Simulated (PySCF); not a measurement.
**Basis and Hamiltonian dependence of the excitation energy of Al²⁺**

Al²⁺ [Ne] 3s1 (2S) → Al²⁺ [Ne] 3p1 (2P). All values are computed (PySCF 2.14, energy differences of UHF-based or UKS calculations, no spin-orbit coupling). Values in eV.

| basis | Hamiltonian | functions | UHF | PBE | PBE0 | CCSD(T) (valence and next inner shell) |
| --- | --- | --- | --- | --- | --- | --- |
| aug-cc-pV(D+d)Z | non-relativistic | 32 | 6.539 | 6.129 | 6.231 | n/a |
| aug-cc-pVTZ-DK | spin-free X2C | 50 | 6.600 | 6.227 | 6.323 | n/a |
| dyall-av2z | non-relativistic | 50 | 6.564 | n/a | n/a | n/a |
| x2c-TZVPPall with one added diffuse shell each of s, p, d type | spin-free X2C | 51 | 6.582 | 6.194 | 6.293 | 6.690 |
| x2c-QZVPPall | spin-free X2C | 70 | 6.564 | 6.192 | 6.288 | 6.696 |
| aug-cc-pV(T+d)Z with one added diffuse shell each of s, p, d, f type | non-relativistic | 71 | 6.555 | 6.179 | 6.275 | n/a |
| aug-cc-pCVTZ-DK | spin-free X2C | 75 | 6.599 | 6.233 | 6.325 | 6.709 |
| aug-cc-pwCVTZ | non-relativistic | 75 | 6.554 | 6.187 | 6.279 | 6.674 |
| aug-cc-pVQZ-DK | spin-free X2C | 84 | 6.571 | 6.203 | 6.297 | n/a |
| dyall-av3z | non-relativistic | 84 | 6.525 | 6.151 | 6.247 | n/a |
| x2c-QZVPPall with one added diffuse shell each of s, p, d, f type | spin-free X2C | 86 | 6.564 | 6.192 | 6.287 | 6.695 |
| aug-cc-pV(Q+d)Z | non-relativistic | 89 | 6.526 | 6.156 | 6.250 | n/a |
| aug-cc-pCVTZ-DK with one added diffuse shell each of s, p, d, f type | spin-free X2C | 91 | 6.599 | 6.233 | 6.325 | 6.709 |
| aug-cc-pV(Q+d)Z with one added diffuse shell each of s, p, d, f, g type | non-relativistic | 114 | 6.526 | 6.156 | 6.250 | n/a |

Frozen in the all-electron rows: valence: [Ne]; valence and next inner shell: 1s2.
